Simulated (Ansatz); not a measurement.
System: NaOH, charge 0, singlet. NaOH (SMILES [Na][OH]).
B3LYP-D3(BJ)/def2-TZVP minimum from Ansatz (a first-principles code):
```
O
H 1 0.9542
Na 1 1.9323 2 180.00
```

Total energies in def2-QZVPP, 8 correlated electrons, 6 frozen orbitals. UHF or UKS for unpaired electrons; spin-orbit terms are left out. Correlated methods leave the cores frozen. No relativity.

| method | program | energy (Eh) | minus CCSDT(Q) (mEh) |
|---|---|---|---|
| HF | Ansatz | -237.34604 | 300.96 |
| MP2 | Ansatz | -237.63900 | 7.99 |
| CCSD | Ansatz | -237.63558 | 11.41 |
| CCSD(T) | Ansatz | -237.64646 | 0.53 |
| CCSDT(Q) | Ansatz | -237.64700 | 0.00 |

Rough core times of Ansatz's runs on a shared machine: CCSD(T) under 20 s, CCSDT(Q) 6 min.
